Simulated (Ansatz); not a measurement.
Problem. Name a neutral molecule of C, F, O and H with HOMO energy (PBE/def2-TZVPP) between -8.35 and -8.05 eV and HOMO energy (ωB97M-V/def2-TZVPP) between -12.35 and -12.05 eV (Ansatz, PBE0-D4/def2-TZVP geometry).

Solution. `FC1OC(F)(F)C(F)(F)C1(F)F` (-8.11 eV, -12.22 eV); `FCC(F)OC(F)F` (-8.14 eV, -12.33 eV); `FC(F)C1(F)OC1(F)F` (-8.11 eV, -12.21 eV); `FCC(F)(F)OC(F)C(F)F` (-8.10 eV, -12.32 eV); `FC(F)O[C@@H](F)[C@H](F)C(F)F` (-8.09 eV, -12.31 eV). Other molecules can fit too; these were computed, each in one conformer that needn't be the lowest.
